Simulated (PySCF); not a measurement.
What binds TeBr: the parts of the energy along the bond

State: ²Π, doublet, unpaired electrons π ↑. ROHF-based CCSD(T) in PySCF 2.14 with Te cc-pVTZ-PP with ECP28, Br cc-pVTZ-PP with ECP10 and Te cc-pVQZ-PP with ECP28, Br cc-pVQZ-PP with ECP10 (frozen core orbitals: 18; scalar-relativistic core potentials). Correlation energies are extrapolated as n⁻³ (n = 3, 4), Hartree–Fock as (n+1)·exp(−9√n). All energies in eV from Te + Br.

| R (Å) | HF/CBS | CCSD corr. | (T) | total |
| --- | --- | --- | --- | --- |
| 2.1773 | -0.240 | -1.140 | -0.1492 | -1.529 |
| 2.2762 | -0.806 | -1.128 | -0.1548 | -2.089 |
| 2.3752 | -1.080 | -1.117 | -0.1607 | -2.358 |
| 2.4742 | -1.153 | -1.109 | -0.1672 | -2.430 |
| 2.5731 | -1.089 | -1.106 | -0.1745 | -2.370 |
| 2.6969 | -0.884 | -1.109 | -0.1855 | -2.179 |
| 2.8206 | -0.597 | -1.122 | -0.1991 | -1.918 |

A fit to the total gives Re = 2.4714 Å, De = 2.430 eV, ωe = 272.8 cm⁻¹, Be = 0.05622 cm⁻¹ (masses 129.9062 and 78.9183 u).

Task: At R = 2.4742 Å the CCSD correlation energy is -0.298069 hartree in the smaller basis and -0.326767 in the larger. Extrapolate it.

Result: (4³·E4 − 3³·E3)/(4³ − 3³) = -0.34771 hartree; the larger basis holds 94.0 % of it.

The T1 diagnostic is 0.020. The state was picked by a PBE0 search and need not be the measured ground state. Spin–orbit coupling, excitations beyond (T) and corrections to the Born–Oppenheimer picture are left out, and spin–orbit coupling matters for open p, d or f shells this heavy.
